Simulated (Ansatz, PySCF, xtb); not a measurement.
Energy difference 2 R1 + R2 + R3 + 2 R4 → 5 P1 + P2, each structure at its B3LYP-D3(BJ)/def2-SVP stationary point, reached from a drawn start (curvature not checked).
R1, CH4 (SMILES C) (charge 0, multiplicity 1):
```xyz
5

C      0.00000     0.00000     0.00000
H      0.63466     0.63466     0.63466
H     -0.63466    -0.63466     0.63466
H      0.63466    -0.63466    -0.63466
H     -0.63466     0.63466    -0.63466
```
P1: H2 (SMILES [H][H]), charge 0, multiplicity 1.
R2, H2O (SMILES O) (charge 0, multiplicity 1):
```tsv
atom	x (Å)	y (Å)	z (Å)
O	0.0000	0.0000	0.4007
H	0.0000	0.7570	-0.2004
H	0.0000	-0.7570	-0.2004
```
R3, HF (SMILES F) (charge 0, multiplicity 1):
```xyz
2

F      0.00000     0.00000     0.46236
H      0.00000     0.00000    -0.46236
```
R4: SiH4 (SMILES [SiH4]), charge 0, multiplicity 1.
P2: C2H9FOSi2 (SMILES C[Si](C)(F)O[SiH3]), charge 0, multiplicity 1.

P less R. No zero-point or thermal terms. One arrangement of each flexible species, with no search for the lowest.

Run with Ansatz (Gaussian basis) for Hartree–Fock, density functionals and correlated methods; PySCF for the D3/D4 terms; xtb for the GFN methods. No computed number here is a measurement.

**Question.** One of these levels gives -61.67 kcal/mol for the reaction energy. Which?
A. GFN1-xTB
B. GFN2-xTB
C. PBE/def2-TZVPP
D. BLYP-D4/def2-TZVPP

**Answer.** D, BLYP-D4/def2-TZVPP. The others give -38.67 (GFN1-xTB), -20.84 (GFN2-xTB), -51.09 (PBE/def2-TZVPP)

Ansatz is an electronic-structure program.
